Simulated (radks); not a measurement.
Values are calculated unless marked as measured or tabulated.
Task: Species: Sr XX. Configuration: [Ar] 3d1 (the NIST ground configuration). Level of theory: Dirac Kohn-Sham, LB94 model potential, spin-unpolarised, spherical densities, finite nucleus; open shells fill j = l - 1/2 first; Fermi nuclear charge, rms radius 4.224 fm (a radial shooting solver on a logarithmic mesh with Libxc functionals). Some entries of the table are withheld. Estimate them.

orbital  occ.  eigenvalue (eV)  <1/r> (bohr^-1)  <r> (bohr)
1s1/2       2        -16764.71            39.04     0.03910
2s1/2       2        -2916.819            8.841      0.1706
2p1/2       2              (1)            8.815         (2)
2p3/2       4              (3)            8.474         (4)
3s1/2       2              (5)            3.276      0.4461
3p1/2       2        -888.8021            3.220      0.4335
3p3/2       4        -874.6759            3.136      0.4408
3d3/2       1        -769.0148            3.027      0.3962
3d5/2       0        -766.0191            3.006      0.3984

Result: 
(1) 2p1/2 eigenvalue (eV): -2727.116
(2) 2p1/2 <r> (bohr): 0.1461
(3) 2p3/2 eigenvalue (eV): -2657.281
(4) 2p3/2 <r> (bohr): 0.1501
(5) 3s1/2 eigenvalue (eV): -955.7019
